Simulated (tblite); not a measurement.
Level: GFN2-xTB in tblite, geometry and Hessian alike; calculated harmonic values, unscaled, isolated species. Errors from tens to a few hundred cm⁻¹ against measured bands are possible. Modes of hydrogen on aluminium and boron can be 10 to 20 % off. One conformer each. Thermal functions are those of the rigid rotor and harmonic oscillator, without mixing of conformers.

Task: Order these by their zero-point energy, highest first (kcal/mol).
A. `C([O+](C)[AlH3-])OC(C)C`
B. `C=NB1NBNBN1`
C. `CCP(C(F)(F)F)C(F)(F)F`
D. `Cl[C@@H]1[C@H]2[C@H](Cl)[C@H]3[C@@H]1[C@@H]23`
E. `ClC(Cl)C1=CC=CC1`
F. `FC(F)Oc1ccoc1`

Result: A (116.5), B (69.0), D (64.0), E (62.3), C (57.8), F (52.8).

```csv
SMILES,atoms,mass (u),symmetry number,modes under 300 cm⁻¹,ZPE (kcal/mol),S translation (cal/(mol K)),S rotation,S vibration,S,Cp
CC(C)OC[O+](C)[AlH3-],23,134.09,1,10,116.5,38.6,28.2,25.0,91.8,34.7
C=NB1NBNBN1,15,108.09,1,5,69.0,38.0,26.8,11.1,76.0,23.2
Cl[C@@H]1[C@H]2[C@H](Cl)[C@H]3[C@@H]1[C@@H]23,14,147.98,1,3,64.0,38.9,28.0,7.6,74.6,18.9
ClC(Cl)C1=CC=CC1,14,147.98,1,5,62.3,38.9,28.3,13.0,80.2,22.2
CCP(C(F)(F)F)C(F)(F)F,16,198.00,1,11,57.8,39.8,29.3,27.9,97.0,35.5
FC(F)Oc1ccoc1,13,134.02,1,3,52.8,38.6,27.7,12.7,79.0,21.3
```

Entropies and Cp are for 200 K and 1 bar.
